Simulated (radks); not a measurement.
Valence configurations of neutral terbium (all share [Xe]). Calculated with a radial shooting solver on a logarithmic mesh with Libxc functionals: scalar-relativistic Kohn-Sham, PBE, spin-polarised, spherical densities, finite nucleus; open shells are filled with parallel spins first (spin-orbit coupling, left out, can overturn this in heavy ions); Fermi nuclear charge, rms radius 5.06 fm. Energies are relative to 4f9 6s2; eigenvalues in eV for spin up.

valence              E (eV)  moment (Bohr magnetons)    e(4f)   e(5d)   e(6p)   e(6s)
4f9 6s2               0.000                        5   -4.467       -       -  -3.781
4f8.5 5d0.5 6s2       0.150                        6   -7.434  -2.151       -  -4.131
4f9 6s1 6p1           2.019                        7   -5.617       -  -2.057  -4.847
4f8.5 5d0.5 6s1 6p1   2.155                        8   -8.567  -3.253  -2.153  -5.155
4f8 6s2 6p1           3.109                        7  -13.904       -  -2.438  -5.779
4f7 6s2 6p2          14.167                        9  -24.811       -  -3.491  -7.591
4f6 6s2 6p3          40.752                        9  -36.354       -  -4.461  -9.285

NIST lists [Xe] 4f9 6s2 as the ground configuration; this level of theory agrees among the configurations tried. The energies are those of spherical high-spin densities, not of single terms. No valid solution was reached for [Xe] 4f9 5d1 6s1; [Xe] 4f10 6s1; [Xe] 4f10 5d0.5 6s0.5.
